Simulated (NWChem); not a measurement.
**Correlation energy of I$_{2}$ (-1)**

```xyz
2

I      0.0000     0.0000     1.6891
I      0.0000     0.0000    -1.6891
```
Charge -1, spin multiplicity 2.

The numbers come from NWChem runs, not from measurements. Structure: optimised with UB3LYP/def2-SVP with def2 effective core potentials on I, a minimum by its harmonic frequencies.

Basis set: def2-SVPD. Each correlation energy counts from its own Hartree-Fock reference.

Effective core potentials replace the inner electrons of I; spin-orbit coupling is left out. The correlated methods keep 8 core orbitals frozen. The structure started from a generated list of species. The unpaired electrons of the parent sit in orbitals of symmetry b1u (D2h labels of the run); other states weren't searched. The anion's geometry comes from a basis without diffuse functions. No SCF solution was tested for a lower state. Open-shell Hartree-Fock references start from PBE0 orbitals. Coupled-cluster values serve here as a point of comparison, not as the truth.

| method | correlation energy (mHa) |
|---|---|
| UMP2 | -251.7 |
| CCSD on ROHF | ? |
| CCSD(T) on UHF | -275.0 |
| CCSD(T) on ROHF | -280.4 |
| CCSD[T] on UHF | ? |
| CCSD on UHF | -268.0 |
| CCSD[T] on ROHF | -280.6 |
| SCS-UMP2 | -233.5 |

Complete the blanks.


- CCSD on ROHF, correlation energy (mHa): -273.1
- CCSD[T] on UHF, correlation energy (mHa): -275.3
